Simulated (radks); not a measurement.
Coherent X-ray form factor from a spherical all-electron density. All-electron calculation, scalar-relativistic Kohn-Sham, exchange-only LDA, spin-polarised, spherical densities, finite nucleus; Fermi nuclear charge, rms radius of each element as measured or else 0.836 A^(1/3) + 0.57 fm. Program: a radial shooting solver on a logarithmic mesh with Libxc functionals.

sin(theta)/lambda (1/angstrom)  f0 (electrons)
0.05                                    41.017
0.1                                     38.644
0.15                                    35.839
0.2                                     33.113
0.25                                    30.614
0.3                                     28.371
0.4                                     24.647
0.5                                     21.807
0.6                                     19.577
0.8                                     15.990
1                                       12.936
1.25                                     9.888
1.5                                      7.833
2                                        5.805

The species is in the configuration that NIST lists as its ground one. Which atom or ion scatters so?

Answer. Neutral molybdenum, [Kr] 4d5 5s1. Extrapolating in s^2 from the first two rows gives f0(0) = 41.8, near the electron count 42; among species with that count, the fall with angle is slower the higher Z, and the table is that of Z = 42; from so few rows the species is fixed only to a neighbour or two.
